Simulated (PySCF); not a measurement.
Species: C₈H₁₃BO₂.
Cartesian coordinates in Å at the PBE0-D3(BJ)/def2-SVP level; atoms count from 1:
```xyz
24
C8H13BO2 angstrom
B      4.2911   -0.5846    0.8894
O      3.8277    0.1120   -0.3958
C      2.6124    0.3451   -0.6667
C      1.5298    0.0421    0.1600
C      0.1067    0.3313   -0.2310
C     -0.6989    1.2017    0.7817
C     -1.9390    0.3811    1.1522
C     -2.1715   -0.4981   -0.0733
C     -0.7572   -0.9346   -0.4339
C      1.8679   -0.5394    1.3866
O      3.0439   -0.8195    1.7585
H      5.0362    0.1668    1.4901
H      4.7591   -1.6703    0.5955
H      2.4364    0.8358   -1.6382
H      0.1489    0.8739   -1.1897
H     -0.0961    1.4847    1.6577
H     -0.9987    2.1448    0.2991
H     -1.7245   -0.2628    2.0231
H     -2.8040    1.0049    1.4223
H     -2.6032    0.1040   -0.8918
H     -2.8563   -1.3398    0.1092
H     -0.4274   -1.7199    0.2683
H     -0.6556   -1.3548   -1.4456
H      1.0802   -0.7804    2.1194
```

Computed with TDDFT CAM-B3LYP/def2-SVPD, vertical, gas phase, core orbitals frozen in the response (PySCF 2.14.0, density-fitted response routines).

Kohn–Sham orbitals with the atoms that hold most of them (Löwdin shares over 4%, at most four atoms; ? is withheld):

| orbital | ε (eV) | atoms |
| --- | --- | --- |
| HOMO-3 | -10.88 | C6 17%, C7 16%, H18 10%, C5 9% |
| HOMO-2 | -10.34 | O11 25%, O2 23%, C10 8%, C4 8% |
| HOMO-1 | -10.08 | ? |
| HOMO | ? | C4 20%, O2 15%, O11 14%, B1 11% |
| LUMO | -1.26 | ? |
| LUMO+1 | 0.94 | B1 9%, C6 7%, C3 7%, C9 7% |
| LUMO+2 | 1.31 | H15 12%, H18 9%, H24 8%, O11 7% |

(1) Give the leading atoms of the LUMO.

(2) Give the leading atoms of the HOMO-1.

(3) What is the HOMO energy, and the HOMO–LUMO gap?

Results:

(1) C10 (bonded to C, O and H) 26%; C3 (bonded to C, O and H) 24%; O11 (bonded to B and C) 16%; O2 (bonded to B and C) 14%. By element: carbon 50% or more, oxygen 30%.

(2) B1 (bonded to 2 O and 2 H) 25%; H12 (bonded to B) 12%; H13 (bonded to B) 12%; C4 (bonded to 3 C) 9%. By element: boron 25%, hydrogen 24% or more, carbon 9% or more.

(3) ε(HOMO) = -7.85 eV; the gap is 6.59 eV (0.2421 hartree).

Problem. The HOMO–LUMO gap is 6.59 eV. Where does the response calculation put the lowest singlet, and from which orbitals?

Solution. S1 is at 3.45 eV (f = 0.038), 3.14 eV below the gap, made of HOMO→LUMO (98%). Without the coupling terms of the response equations the lowest excitation would equal the gap.

Problem. One configuration dominates each of S1, S2 and S3. Which, and how do the shares of the two leading atoms of either orbital change from the occupied to the empty one?

Solution. 
- S1 (3.45 eV, f 0.038), HOMO→LUMO (98%): C4 20% → at most 14%, O2 15% → 14%, C10 at most 12% → 26%, C3 at most 12% → 24%
- S2 (4.84 eV, f 0.0019), HOMO-2→LUMO (92%): O11 25% → 16%, O2 23% → 14%, C10 8% → 26%, C3 at most 9% → 24%
- S3 (5.89 eV, f 0.087), HOMO-1→LUMO (97%): B1 25% → at most 14%, H12 12% → at most 14%, C10 at most 10% → 26%, C3 at most 10% → 24%

One conformer stands for the species.
